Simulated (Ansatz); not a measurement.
Program: Ansatz 0.2.0.

`C[S][Zr]([OH])([S]C)[S]C` at its PBE0-D4/def2-TZVP geometry, where that method's forces vanish. Charge 0, multiplicity 1. Zr: def2 effective core potential.

```
atom   x (Å)   y (Å)   z (Å)
  C1  -1.597   1.893   2.038
  S2  -0.793   0.284   2.339
 Zr3  -0.507  -0.321   0.000
  O4  -2.012   0.126  -1.078
  S5   0.051  -2.639  -0.382
  C6   1.272  -2.412   0.952
  S7   1.388   1.015  -0.759
  C8   1.391   0.563  -2.528
  H9  -2.635   1.844   2.365
 H10  -1.568   2.190   0.987
 H11  -1.067   2.650   2.615
 H12  -2.743   0.438  -1.603
 H13   2.275  -2.565   0.559
 H14   1.064  -3.116   1.756
 H15   1.263  -1.405   1.406
 H16   1.619  -0.494  -2.657
 H17   2.165   1.156  -3.015
 H18   0.433   0.791  -2.995
```

(1) For each bond, give half the difference of the two atoms' forces along it (eV/Å; positive pushes the atoms apart) under PBE-D4, r2SCAN-D4, B3LYP-D4, ωB97M-V in def2-TZVPP. (Estimate.)

Answers

(1) The calculation gave: 
```
   bond  length (Å)  PBE-D4  r2SCAN-D4  B3LYP-D4  ωB97M-V
  C1–S2       1.824    0.15       0.17      0.30     0.17
  C1–H9       1.089    0.10      -0.05     -0.09    -0.09
 C1–H10       1.093    0.10      -0.03     -0.09    -0.07
 C1–H11       1.089    0.11      -0.04     -0.10    -0.08
 Zr3–O4       1.904    0.05       0.14      0.15     0.03
 Zr3–S5       2.415    0.09       0.08      0.11     0.04
Zr3–H15       2.507   -0.12      -0.06     -0.01     0.02
 O4–H12       0.953    0.29      -0.05     -0.11    -0.04
  S5–C6       1.823    0.15       0.18      0.34     0.19
 C6–H13       1.089    0.11      -0.04     -0.10    -0.08
 C6–H14       1.089    0.11      -0.04     -0.10    -0.08
 C6–H15       1.105    0.12      -0.03     -0.12    -0.09
 C8–H17       1.090    0.10      -0.05     -0.10    -0.08
 C8–H18       1.090    0.10      -0.04     -0.09    -0.08
```

B3LYP here is the variant with VWN-RPA as its local correlation; programs differ in this.
